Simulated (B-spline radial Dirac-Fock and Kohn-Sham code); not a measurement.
## Binding energies of Ni⁺ at several levels of theory

System: Ni⁺ in the configuration [Ar] 3d9.

The density-functional columns are spherical, spin-unpolarised Dirac-Kohn-Sham results without Breit or QED terms: −ε is minus the orbital energy of the initial state and ΔSCF the difference of two total energies. The reference in the last column comes from ΔSCF Dirac-Fock with Breit, self-energy and vacuum polarisation, finite nucleus, configuration average. All numbers are from a B-spline atomic structure program, in eV; a selection of levels is shown. The Kohn-Sham columns are given as differences from the reference. For the 1s level of heavy atoms much of the gap between ΔSCF and the reference is the Breit and QED part, -14.5 eV here; for other levels the error of the functional can be larger.

| level | LDA −ε − DF | LDA ΔSCF − DF | PBE −ε − DF | PBE ΔSCF − DF | Dirac-Fock |
| --- | --- | --- | --- | --- | --- |
| 1s | -151.5 | +15.1 | -134.5 | +32.7 | 8348.0 |
| 2s | -46.1 | -22.2 | -44.2 | -20.4 | 1028.2 |
| 2p1/2 | -29.4 | +0.3 | -28.9 | +0.8 | 887.6 |
| 2p3/2 | -29.8 | -0.6 | -29.3 | -0.2 | 870.5 |
| 3s | -17.9 | -9.3 | -17.4 | -8.9 | 131.7 |
| 3p1/2 | -11.8 | -3.4 | -11.8 | -3.4 | 88.08 |
| 3p3/2 | -11.9 | -3.5 | -11.9 | -3.5 | 85.96 |
| 3d | -3.3 | +4.1 | -3.6 | +3.7 | 16.61 |

Values without a named source are computed, but for edge energies of neutral atoms, which are taken from tables.
